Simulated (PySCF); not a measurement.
B(All)(F)(OH) (C3H6BFO), SMILES C=CCB(O)F.

The structure is a stationary point at B3LYP-D3(BJ)/def2-SVP. The structure was generated by enumeration, and PubChem lists no compound with its InChIKey, so it may never have been made. One conformer was computed; it need not be the lowest.

Two levels are set side by side: PBE/def2-TZVP (PySCF) and M06-2X/def2-TZVP (PySCF). Same geometry, gas phase. Differences are taken from unrounded values.

```tsv
quantity	PBE
orbital gap (eV)	5.29
highest occupied level (eV)	-6.57
lowest empty level (eV)	-1.28
dipole moment (D)	2.35
mean polarisability (bohr³)	54.9
```

Q: These are the PBE values. What does M06-2X give? (An estimate is asked for; the answer gives what the named calculation found.)

A: 
| quantity | M06-2X | PBE minus M06-2X |
|---|---|---|
| orbital gap (eV) | 9.54 | -4.25 |
| highest occupied level (eV) | -8.96 | 2.39 |
| lowest empty level (eV) | 0.58 | -1.86 |
| dipole moment (D) | 2.61 | -0.25 |
| mean polarisability (bohr³) | 52.0 | 2.9 |

Without exact exchange PBE keeps part of each electron's self-repulsion, which lifts occupied levels and narrows the gap. PBE's more diffuse valence density responds more strongly to a field. Differences between two approximate levels are no errors against the true value.

Rough cost on one machine, each run with all the roots and properties that it gave: M06-2X against PBE about 3 times.
